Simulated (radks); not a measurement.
The molybdenum ion Mo+ inside a hard spherical wall (all orbitals vanish at R), configuration held at [Kr] 4d5 and not refilled when levels cross. Method: scalar-relativistic Kohn-Sham, LDA (Slater exchange, VWN5 correlation), spin-polarised, spherical densities, finite nucleus; open shells are filled with parallel spins first (spin-orbit coupling, left out, can overturn this in heavy ions); Fermi nuclear charge, rms radius 4.4091 fm; computed with a radial shooting solver on a logarithmic mesh with Libxc functionals. Eigenvalues in eV for spin up, with the zero of energy where the potential of the charges vanishes at infinity; a dash marks a level that is unbound or too diffuse for the functional's potential to be trusted. A positive occupied level is held by the wall or, in an anion where self-interaction has pushed it up, behind a barrier. The pressure on the wall is -dE/dV.

| R (bohr) | E (hartree) | kinetic (hartree) | e(3d) | e(4s) | e(4p) | e(4d) | e(5s, empty) | e(5p, empty) | pressure (GPa) |
|---|---|---|---|---|---|---|---|---|---|
| free | -4044.24654 | 4168.604 | -227.76 | -71.967 | -46.269 | -11.553 | -10.682 | -6.381 | 0 |
| 20 | -4044.24654 | 4168.604 | -227.76 | -71.967 | -46.269 | -11.553 | -10.682 | -6.381 | < 0.0001 |
| 15 | -4044.24654 | 4168.604 | -227.76 | -71.967 | -46.269 | -11.553 | -10.682 | -6.381 | < 0.0001 |
| 10 | -4044.24653 | 4168.604 | -227.76 | -71.966 | -46.268 | -11.552 | -10.680 | -6.358 | 0.000403 |
| 8 | -4044.24626 | 4168.607 | -227.73 | -71.943 | -46.246 | -11.532 | -10.643 | -6.196 | 0.0167 |
| 7 | -4044.24513 | 4168.618 | -227.66 | -71.874 | -46.179 | -11.472 | -10.527 | -5.870 | 0.108 |
| 6 | -4044.23962 | 4168.661 | -227.38 | -71.628 | -45.944 | -11.253 | -10.103 | -4.982 | 0.709 |
| 4 | -4044.08497 | 4169.471 | -223.72 | -68.564 | -43.043 | -8.183 | -3.469 | 4.897 | 38.3 |
| 1.5 | -4011.99514 | 4279.913 | -108.83 | 38.313 | 73.985 | 132.51 | 363.00 | 394.63 | 99400 |
